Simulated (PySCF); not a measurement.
BeCl, SMILES [Be+][Cl], charge +1. Atoms are numbered in the order given.

```xyz
2

Be     0.0000     0.0000    -1.3965
Cl     0.0000     0.0000     0.3286
```
Charge +1, spin multiplicity 1.

Geometry optimised at B3LYP-D3(BJ)/def2-TZVPD. The spin state was assumed, not searched.

Two levels are set side by side: PBE/pcSseg-2 (PySCF) and PBE0/pcSseg-2 (PySCF). GIAO shifts against HCl (³⁵Cl) at the same level; non-relativistic, no solvent, atoms listed together averaged. Without spin–orbit terms, shifts of atoms bonded to Cl or Br come out too high at both levels. Differences are taken from unrounded values.

| quantity | PBE |
|---|---|
| δ(³⁵Cl) of Cl2 (ppm) | 2.0 |

Problem. These are the PBE values. What does PBE0 give? (The exact figures need the calculation; the answer reports its results.)

Solution. 
```
quantity              PBE0  PBE minus PBE0
--------------------  ----  --------------
δ(³⁵Cl) of Cl2 (ppm)   6.0            -4.0
```

Rough cost on one machine, each run with all the roots and properties that it gave: PBE0 against PBE within a factor of 2.
